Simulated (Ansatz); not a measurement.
`N[Si](O)(O)S` → `OO` + `N[Si]S`  (silylene formation by 1,1-elimination)

Computed with Ansatz on PBE0-D4/def2-TZVP structures; ΔE is electronic, products minus reactants. CCSD(T)/CBS is the MP2 limit (def2-TZVPP, def2-QZVPP) plus CCSD(T) − MP2 in def2-TZVPP, frozen cores. This one scheme is used for every species. Functionals use def2-TZVPP. B3LYP here is the variant with VWN-RPA as its local correlation; programs differ in this. One conformer a species, not always the lowest.

```
             level  ΔE (kcal/mol)  difference from CCSD(T)/CBS
          B3LYP-D4          158.4                         -6.6
               PBE          149.1                        -15.9
            revPBE          143.7                        -21.3
            r2SCAN          163.6                         -1.4
             B3LYP          154.6                        -10.4
           r2SCANh          165.7                          0.7
           r2SCAN0          168.7                          3.7
           LC-ωPBE          165.4                          0.4
RPA@PBE/def2-TZVPP          152.1                        -12.9
  CCSD(T)/def2-SVP          149.5                        -15.5
       CCSD(T)/CBS          165.0                            0
```

Largest T1 diagnostic among the species: 0.014.

From PBE to PBE0 (25 % exact exchange), in def2-TZVPP and without D4, ΔE moves by +9.5 kcal/mol. The D4 term adds +3.7 kcal/mol with B3LYP and +2.0 kcal/mol with PBE0; it sums over pairs of atoms, weighted by their polarisabilities, and B3LYP, whose exchange is more repulsive, gets the larger term. Leaving LDA and LC-ωPBE aside and taking each functional with its dispersion term where it has one, the values, not all of them listed here, spread over 19.6 kcal/mol, from revPBE-D4 to r2SCAN0-D4. LDA lies +13.1 kcal/mol from PBE without D4.

CCSD(T)/CBS has its own doubt, a few kJ/mol and more with outer-core shells, so smaller differences from it don't rank the levels.
